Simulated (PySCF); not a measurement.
Ligand exchange on a metal centre used in film growth or etching (Zr NH2-Br). Isolated molecules, 0 K electronic values unless said otherwise. One relaxed conformer stands for each flexible species; it need not be the lowest.

All values below come from PySCF 2.14.0 with B3LYP-D3(BJ)/def2-TZVP // r2SCAN-D4/def2-SVP. All candidates: neutral, multiplicity 1. B3LYP has the VWN-RPA correlation part, as in Gaussian. 

```
Item              Value
-------------  --------
HOMO           -8.63 eV
LUMO           -3.08 eV
HOMO–LUMO gap   5.55 eV
```

**Question.** Identify which member has these values.
A. [Zr(NH2)2(Br)2]
B. [Zr(Br)4]
C. [Zr(NH2)4]

**Answer.** B, [Zr(Br)4]. The others give [Zr(NH2)4]: -6.47 eV, -0.31 eV, 6.16 eV; [Zr(NH2)2(Br)2]: -7.47 eV, -1.84 eV, 5.63 eV
